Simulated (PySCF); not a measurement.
Ga(H)(Cl)(vinyl) (C2H4ClGa), SMILES C=[CH][GaH][Cl]. The structure is a stationary point at PBE-D3(BJ)/def2-SVP. One conformer was computed; it need not be the lowest.

Task: Give the equilibrium geometry at PBE-D3(BJ)/def2-SVP (PySCF confirms it by a frequency run) as bond lengths and angles, and its point group. (An estimate is asked for; the answer gives what the named calculation found.)

Result: This is not unique; one that fits is point group Cs.
Atoms: Ga1 H2 Cl3 C4 C5 H6 H7 H8. Bond lengths (Å): Ga1–H2 1.569, Ga1–Cl3 2.183, Ga1–C4 1.951, C4–C5 1.350, C4–H6 1.105, C5–H7 1.105, C5–H8 1.105. Angles (°): H2–Ga1–Cl3 115.1, H2–Ga1–C4 131.9, Cl3–Ga1–C4 113.0, Ga1–C4–C5 120.8, Ga1–C4–H6 120.2, C5–C4–H6 119.0, C4–C5–H7 122.2, C4–C5–H8 121.3, H7–C5–H8 116.4.
